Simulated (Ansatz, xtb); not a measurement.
Relative energy of two isomers of C4H6BFO3

Structure I: `OB(O)C1=COC[C@@H]1F`, a singlet. Structure II: `COC1=CC=[O+][B@H-](F)O1`, a singlet. Both are isolated molecules in the gas phase, relaxed with r2SCAN-D4/def2-SVP; the shapes shown needn't be the lowest conformers.

I (Å):

```tsv
atom	x (Å)	y (Å)	z (Å)
C	0.8070	-1.3256	-1.4883
C	0.1475	-1.8809	-0.4426
C	-1.4536	-1.7762	-1.9941
C	-0.1271	-1.4211	-2.6623
B	2.2775	-0.8634	-1.5237
F	0.2712	-2.4582	-3.5185
O	2.7426	-0.3134	-2.6909
O	3.0335	-1.0114	-0.3859
O	-1.1316	-2.2302	-0.6619
H	3.6723	-0.0588	-2.6808
H	3.9402	-0.6922	-0.4575
H	0.5089	-2.0883	0.5678
H	-2.1106	-0.8965	-1.8935
H	-1.9825	-2.5794	-2.5263
H	-0.1851	-0.5135	-3.2855
```

II (Å):

| atom | x (Å) | y (Å) | z (Å) |
| --- | --- | --- | --- |
| C | -0.3210 | -0.6741 | -2.5487 |
| C | -0.4328 | -0.8588 | -0.2051 |
| C | -0.9250 | -1.4782 | 0.9655 |
| C | -0.3607 | -1.0746 | 2.1592 |
| B | 0.7210 | 0.8569 | 1.1377 |
| F | -0.2334 | 1.8363 | 1.2236 |
| O | -0.8408 | -1.3124 | -1.3722 |
| O | 0.4959 | -0.1178 | 2.2740 |
| O | 0.4237 | 0.0843 | -0.1848 |
| H | -0.8179 | -1.1673 | -3.3908 |
| H | 0.7681 | -0.8098 | -2.6073 |
| H | -0.5509 | 0.4003 | -2.5337 |
| H | -1.6364 | -2.2995 | 0.9024 |
| H | -0.6060 | -1.5942 | 3.0974 |
| H | 1.8764 | 1.2166 | 1.1120 |

Quicker runs give these differences E(II) − E(I): GFN2-xTB −0.939 eV; HF/STO-3G −0.374 eV (at GFN2-xTB geometries); r2SCAN-D4/def2-SVP//GFN2-xTB −0.715 eV.

Problem. Estimate E(II) − E(I) at the level CCSD(T)/def2-SVP + ΔMP2/def2-TZVPP.

Solution. Calculated at CCSD(T)/def2-SVP + ΔMP2/def2-TZVPP: E(II) − E(I) = −0.229 eV, so structure II lies lower.

The same difference at several levels:

```json
{"level": "GFN2-xTB", "geometry": "GFN2-xTB", "E(II) − E(I) (eV)": "−0.939", "departure from the last row (eV)": "−0.711", "job, with rough time for the two": "optimisation, 0.22 s"}
{"level": "HF/STO-3G", "geometry": "GFN2-xTB", "E(II) − E(I) (eV)": "−0.374", "departure from the last row (eV)": "−0.145", "job, with rough time for the two": "single point, 0.38 s"}
{"level": "r2SCAN-D4/def2-SVP//GFN2-xTB", "geometry": "GFN2-xTB", "E(II) − E(I) (eV)": "−0.715", "departure from the last row (eV)": "−0.487", "job, with rough time for the two": "single point, 3.5 s"}
{"level": "r2SCAN-D4/def2-SVP", "geometry": "r2SCAN-D4/def2-SVP", "E(II) − E(I) (eV)": "−0.699", "departure from the last row (eV)": "−0.471", "job, with rough time for the two": "optimisation, 38 s"}
{"level": "HF/def2-SVP", "geometry": "r2SCAN-D4/def2-SVP", "E(II) − E(I) (eV)": "−0.580", "departure from the last row (eV)": "−0.351", "job, with rough time for the two": "part of the CCSD(T) run"}
{"level": "MP2/def2-SVP", "geometry": "r2SCAN-D4/def2-SVP", "E(II) − E(I) (eV)": "−0.489", "departure from the last row (eV)": "−0.260", "job, with rough time for the two": "part of the CCSD(T) run"}
{"level": "CCSD(T)/def2-SVP", "geometry": "r2SCAN-D4/def2-SVP", "E(II) − E(I) (eV)": "−0.525", "departure from the last row (eV)": "−0.296", "job, with rough time for the two": "single point"}
{"level": "CCSD(T)/def2-SVP + ΔMP2/def2-TZVPP", "geometry": "r2SCAN-D4/def2-SVP", "E(II) − E(I) (eV)": "−0.229", "departure from the last row (eV)": "", "job, with rough time for the two": "single point, 2.1 min"}
```

As drawn, II has 1 C–O, 1 C=O, 1 B–F, 1 C–H, 1 B–H in place of 1 C–B, 1 C–C, 1 C–F, 2 O–H. Structure I has a 5-membered ring, II a 6-membered ring.

The levels shown agree on the order. The largest departure from CCSD(T)/def2-SVP + ΔMP2/def2-TZVPP is that of GFN2-xTB, 0.711 eV. The last row adds to CCSD(T) the change of the MP2 difference between the two basis sets, here +0.296 eV, a large step that makes the value less sure.

With thermal terms from frequencies at re-optimised GFN2-xTB minima (ideal gas, soft modes damped towards free rotors, one conformer each, 298.15 K, 1 atm): the zero-point term adds −0.046 eV; ΔH is −0.276 and ΔG −0.268 eV.

The correlated steps freeze 9 core orbitals. Codes used: Ansatz 0.2.0, xtb 6.7.1; the last row on 4 threads of Arm Neoverse V2 on a shared host.
